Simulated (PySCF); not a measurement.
Work out the structure from these simulated measurements.

Elements present: C, F, H, N and Si. Monoisotopic mass: 120.0519 u.

* 13C NMR: chemical shifts (computed TMS as zero) by class: 93.0 (1 C), 57.8 (1 C), 53.5 (1 C) ppm [GIAO PBE0/pcSseg-1]
* 1H NMR: chemical shifts (computed TMS as zero) by class: 5.36 (1 H), 5.32 (1 H), 4.81 (1 H), 4.36 (1 H), 3.87 (1 H), 3.80 (1 H), 3.06 (1 H), -0.03 (1 H), -0.39 (1 H) ppm [GIAO PBE0/pcSseg-1]
* Triplet: lowest triplet excitation (Tamm–Dancoff): 5.86 eV [TDA wB97X-D/def2-SVPD]
* NMR, other nuclei: isotropic shieldings of nuclei other than C and H, by class: 243 (1 N), 247 (1 N), 423 (1 F), 373 (1 Si) ppm [GIAO PBE0/pcSseg-1]
* Rotational structure: rotational constants A, B, C: 5.355, 1.299, 1.100 GHz [GFN2-xTB]
* Dipole: 1.32 D [wB97X-D/def2-SVPD]

Electronic properties: PySCF, gas phase, density fitting. Levels stand in brackets. One conformer (not necessarily the lowest) at the GFN2-xTB geometry, without solvent, vibrations or thermal averaging. Each NMR value is the plain mean over a class of atoms that symmetry, rotation or inversion makes alike.

Question: Which formula fits the mass and the elements?

Answer: C3H9FN2Si (calculated 120.0519). No other formula that holds each of these elements comes within 0.0003 u with a fitting electron parity and a possible valence count.

Question: What is the compound? Reason from the data.

Answer: Numbering: `[F:1][CH2:2][C@H:3]1[CH2:4][NH:5][SiH2:6][NH:7]1`. Its formula, C3H9FN2Si, gives 1 degree of unsaturation: 1 ring and 0 π bonds in the structure found. 3 carbons fall into 3 classes; from least to most shielded: sp3 C–F carbon [C2] (93.0 ppm), ring sp3 carbon bound to nitrogen [C3] (57.8 ppm), ring sp3 carbon bound to nitrogen [C4] (53.5 ppm). Hydrogen classes from least to most shielded: 1 H on an SiH2 silicon, Si6 (5.36 ppm), 1 H on an SiH2 silicon, Si6 (5.32 ppm), 1 H on an sp3 C–F carbon, C2 (4.81 ppm), 1 H on an sp3 C–F carbon, C2 (4.36 ppm), 1 H on an sp3 carbon bound to nitrogen, C4 (3.87 ppm), 1 H on an sp3 carbon bound to nitrogen, C3 (3.80 ppm), 1 H on an sp3 carbon bound to nitrogen, C4 (3.06 ppm), 1 H on a silicon-bound nitrogen, N5 (-0.03 ppm), 1 H on a silicon-bound nitrogen, N7 (-0.39 ppm). The other shieldings belong to: 243 ppm, silicon-bound nitrogen [N7]; 247 ppm, silicon-bound nitrogen [N5]; 423 ppm, alkyl fluorine [F1]; 373 ppm, SiH2 silicon [Si6]. The optimised geometry has point group C1 and is an asymmetric top. Structure: `FC[C@H]1CN[SiH2]N1`. Computed isomers that give other values at the same levels: `N[Si]1(N)CC[C@@H]1F` (13C chemical shifts (computed TMS as zero) by class: 106.4 (1 C), 25.8 (1 C), 21.7 (1 C) ppm). The assignments are read from this structure; whether some other isomer fits the data as well wasn't checked. The mirror image fits equally.
